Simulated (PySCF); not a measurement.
CHCl, SMILES Cl[CH] (connectivity only; charge and spin as stated), neutral, multiplicity 1.

Geometry: PBE0-D3(BJ)/def2-TZVPD. The isomer is the one that the SMILES or the coordinates give; other isomers of the formula were not compared.

Calculation: PBE0-D3(BJ)/def2-TZVPD (PySCF).

Frequencies are harmonic and unscaled.

Computed vibrational spectrum:
```json
[
 {"mode": "1", "ν (cm⁻¹)": "841", "IR (km/mol)": "80.4", "Raman (Å⁴/amu)": "14.5", "depolarisation": "0.16", "moving atoms (share of kinetic energy)": "C 73 %, Cl 26 %"},
 {"mode": "2", "ν (cm⁻¹)": "1224", "IR (km/mol)": "8.5", "Raman (Å⁴/amu)": "5.5", "depolarisation": "0.07", "moving atoms (share of kinetic energy)": "H 91 %"},
 {"mode": "3", "ν (cm⁻¹)": "2927", "IR (km/mol)": "52.1", "Raman (Å⁴/amu)": "135.2", "depolarisation": "0.37", "moving atoms (share of kinetic energy)": "H 92 %"}
]
```
